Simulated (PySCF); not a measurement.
H3Sn, doublet, at a GFN2-xTB geometry (such geometries of metal compounds can be far from the true shape) (the spin is typed, not shown lowest) (all electrons, no relativity); CAMB3LYP/STO-3G run with PySCF.

PySCF was given this input:
```python
from pyscf import gto, scf, dft

mol = gto.Mole()
mol.atom = '''
    Sn    0.04084427    0.00898098   -0.01840899
    H     0.03066635   -0.56882075    1.68073856
    H    -1.12406631    1.37170506    0.06541975
    H    -0.94881348   -1.25193342   -0.82570895
'''
mol.basis = 'sto-3g'
mol.spin = 1
mol.verbose = 4
mol.build()

mf = dft.UKS(mol)
mf.xc = 'camb3lyp'
mf.kernel()
```

The log (banner, timings and long lists left out):

```
PySCF version 2.14.0

[INPUT] verbose = 4
[INPUT] num. atoms = 4
[INPUT] num. electrons = 53
[INPUT] charge = 0
[INPUT] spin (= nelec alpha-beta = 2S) = 1
[INPUT] symmetry False subgroup None
[INPUT] Mole.unit = angstrom
[INPUT] Symbol           X                Y                Z      unit          X                Y                Z       unit  Magmom
[INPUT]  1 Sn     0.040844270000   0.008980980000  -0.018408990000 AA    0.077184484058   0.016971592530  -0.034787949330 Bohr   0.0
[INPUT]  2 H      0.030666350000  -0.568820750000   1.680738560000 AA    0.057951002740  -1.074915431470   3.176135565396 Bohr   0.0
[INPUT]  3 H     -1.124066310000   1.371705060000   0.065419750000 AA   -2.124177471750   2.592146887080   0.123625410638 Bohr   0.0
[INPUT]  4 H     -0.948813480000  -1.251933420000  -0.825708950000 AA   -1.792997620495  -2.365811289990  -1.560363774102 Bohr   0.0

nuclear repulsion = 44.7993532748866
number of shells = 14
number of NR pGTOs = 90
number of NR cGTOs = 30
basis = sto-3g
ecp = {}

******** <class 'pyscf.dft.uks.UKS'> ********
method = UKS
initial guess = minao
damping factor = 0
level_shift factor = 0
DIIS = <class 'pyscf.scf.diis.CDIIS'>
diis_start_cycle = 1
diis_space = 8
diis_damp = 0
SCF conv_tol = 1e-09
SCF conv_tol_grad = None
SCF max_cycles = 50
direct_scf = True
direct_scf_tol = 1e-13
number electrons alpha = 27  beta = 26
XC library pyscf.dft.libxc version 7.1.2
    S. Lehtola, C. Steigemann, M. J. T. Oliveira, and M. A. L. Marques,  SoftwareX 7, 1–5 (2018)
XC functionals = camb3lyp
    T. Yanai, D. P. Tew, and N. C. Handy,  Chem. Phys. Lett. 393, 51 (2004)
radial grids:
    Treutler-Ahlrichs [JCP 102, 346 (1995); DOI:10.1063/1.469408] (M4) radial grids

becke partition: Becke, JCP 88, 2547 (1988); DOI:10.1063/1.454033
pruning grids: <function nwchem_prune>
grids dens level: 3
symmetrized grids: False
atomic radii adjust function: <function treutler_atomic_radii_adjust>
small_rho_cutoff = 0
Set gradient conv threshold to 3.16228e-05
tot grids = 51384
init E= -5950.46666259488

cycle= 1 E= -5967.17803579648  delta_E= -16.7  |g|= 0.233  |ddm|= 1.54
cycle= 2 E= -5967.22005027864  delta_E= -0.042  |g|= 0.0584  |ddm|= 0.563
cycle= 3 E= -5967.22413739674  delta_E= -0.00409  |g|= 0.00665  |ddm|= 0.148
cycle= 4 E= -5967.22420310576  delta_E= -6.57e-05  |g|= 0.00142  |ddm|= 0.0172
cycle= 5 E= -5967.2242092863  delta_E= -6.18e-06  |g|= 0.000529  |ddm|= 0.00648
cycle= 6 E= -5967.22421034933  delta_E= -1.06e-06  |g|= 7.81e-05  |ddm|= 0.00342
cycle= 7 E= -5967.22421036888  delta_E= -1.96e-08  |g|= 8.01e-06  |ddm|= 0.000464
cycle= 8 E= -5967.22421036903  delta_E= -1.46e-10  |g|= 7.51e-07  |ddm|= 3.53e-05
Extra cycle  E= -5967.22421036904  delta_E= -1.64e-11  |g|= 2.19e-07  |ddm|= 3.01e-06
converged SCF energy = -5967.22421036904  <S^2> = 0.75016391  2S+1 = 2.0001639
```
